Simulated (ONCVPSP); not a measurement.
# What one change does to a pseudopotential (zirconium, ONCV)

| Property | Result |
| --- | --- |
| Element | Zr |
| Generator | ONCVPSP 4.0.1 |
| Type | optimised norm-conserving Vanderbilt (ONCV) |
| Functional | Wu-Cohen |
| Relativity | fully relativistic |
| Frozen core | [Ar] 3d10 |
| Valence charge | 12 |
| Reference configuration | 4s2 4p6 4d2 5s2 |
| Partial waves | 4s+5s: rc 2.05 bohr, ncon 4, nbas 7, qcut 7.3 1/bohr, 3 projectors, debl 1.8 Ha; 4p: rc 1.65 bohr, ncon 4, nbas 8, qcut 9.1 1/bohr, 2 projectors, debl 1.2 Ha; 4d: rc 1.85 bohr, ncon 5, nbas 8, qcut 4.7 1/bohr, 2 projectors, debl 3.7 Ha |
| Local potential | polynomial inside 1.10 bohr (lpopt 5, dvloc0 -1 Ha) |
| Core correction | none |

Open shells are filled in proportion to 2j + 1.

All-electron outer shells of the reference configuration (Wu-Cohen, scalar-relativistic, ld1.x):

```json
{"shell": "3d", "level (eV)": "-174.74", "outermost node (bohr)": "–", "outermost maximum (bohr)": "0.35"}
{"shell": "4s", "level (eV)": "-54.47", "outermost node (bohr)": "0.55", "outermost maximum (bohr)": "1.08"}
{"shell": "4p", "level (eV)": "-32.43", "outermost node (bohr)": "0.56", "outermost maximum (bohr)": "1.17"}
{"shell": "5s", "level (eV)": "-4.48", "outermost node (bohr)": "1.47", "outermost maximum (bohr)": "3.15"}
{"shell": "4d", "level (eV)": "-3.61", "outermost node (bohr)": "0.58", "outermost maximum (bohr)": "1.61"}
```

Change: s: rc 1.68.

Cutoffs: the cutoffs (Ha) at which the residual kinetic energy of the hardest occupied pseudo-wave falls to 1 and 0.1 mHa per electron; they do not see the model core or the augmentation charge, which bear on the density cutoff. Errors are all-electron minus pseudo energies relative to the spin-unpolarised reference configuration.

Task: Predict the effect on cutoff, ghosts and configuration errors.

Result: The potential gets neither clearly harder nor softer (25 Ha and 56 Ha → 25 Ha and 56 Ha); the d channel sets the loose cutoff, while the largest relative change is in s, which becomes harder; of the 4 tests that both files solve, the error grows in 1 and shrinks in 2 by more than 15 % and 0.3 meV (median size 1.2 → 0.5 meV); neither file shows a bound ghost.

```tsv
quantity	base	changed
cutoff, loose	25 Ha	25 Ha
cutoff, tight	56 Ha	56 Ha
loose cutoff by channel	s 15 Ha, p 24 Ha, d 25 Ha	s 19 Ha, p 24 Ha, d 25 Ha
bound ghosts	none	none
GHOST(+) flags under 300 eV	s at 213.1 eV	s at 245.1 eV
error for 4s2 4p6 4d2 5s1, meV [ΔE 7.18 eV]	-0.3	-0.1
error for 4s2 4p6 4d2 5s0, meV [ΔE 20.05 eV]	-2.3	-0.8
error for 4s2 4p6 4d1 5s0, meV [ΔE 42.63 eV]	+1.8	+3.0
error for 4s2 4p6 4d2 5s0 5p2, meV [ΔE 6.30 eV]	-0.6	-0.2
p3/2: phases at 1.67 bohr within 0.05 rad from the reference energy up to (Ha; the scan ends near 5)	3.7	3.7
p1/2: phases at 1.67 bohr within 0.05 rad from the reference energy up to (Ha; the scan ends near 5)	to the end of the scan	to the end of the scan
d5/2: phases at 1.88 bohr within 0.05 rad from the reference energy up to (Ha; the scan ends near 5)	to the end of the scan	to the end of the scan
d3/2: phases at 1.88 bohr within 0.05 rad from the reference energy up to (Ha; the scan ends near 5)	to the end of the scan	to the end of the scan
```

Base: These tests converged, but a pseudo level misses the all-electron one widely, so the file describes the atom poorly there or has found another state: 4s2 4p6 4d2 5s0 5p2: empty 5s by 10.1 eV. Changed file: These tests converged, but a pseudo level misses the all-electron one widely, so the file describes the atom poorly there or has found another state: 4s2 4p6 4d2 5s0 5p2: empty 5s by 10.1 eV.
